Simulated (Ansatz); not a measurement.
Gas-phase electronic energies from Ansatz, PBE0-D4/def2-TZVP geometries. CBS: MP2 limit from def2 TZ/QZ plus the TZ coupled-cluster correction, frozen cores. For Se outer-core shells are correlated without core-valence functions, which leaves a few kJ/mol of doubt a bond. Scalar relativity is left out up to krypton. Each species was taken in one conformer, which may not be the lowest.

Reaction (ligand exchange at the Si–Se bond): `NC[Se][SiH3]` + `CCBO` → `CCBO[SiH3]` + `NC[SeH]`

| species | CCSD(T)/def2-TZVPP energy (Eh) |
| --- | --- |
| `NC[Se][SiH3]` | -2786.09779 |
| `CCBO` | -180.24649 |
| `CCBO[SiH3]` | -470.53283 |
| `NC[SeH]` | -2495.81756 |

(1) Work out ΔE.

Largest T1 diagnostic among the species: 0.011.

Results:

(1) ΔE = (-470.53283) + (-2495.81756) − (-2786.09779) − (-180.24649) = -0.00611 Eh = -0.17 eV. CCSD(T)/CBS gives -0.15 eV.

The D4 term adds +0.07 eV with B3LYP and +0.03 eV with PBE0; it sums over pairs of atoms, weighted by their polarisabilities, and B3LYP, whose exchange is more repulsive, gets the larger term. From BLYP to BHLYP (50 % exact exchange), in def2-TZVPP and without D4, ΔE moves by −0.07 eV. At CCSD(T), def2-SVP lies +0.10 eV from the extrapolated value and def2-TZVPP −0.02 eV.

B3LYP here is the variant with VWN-RPA as its local correlation; programs differ in this.
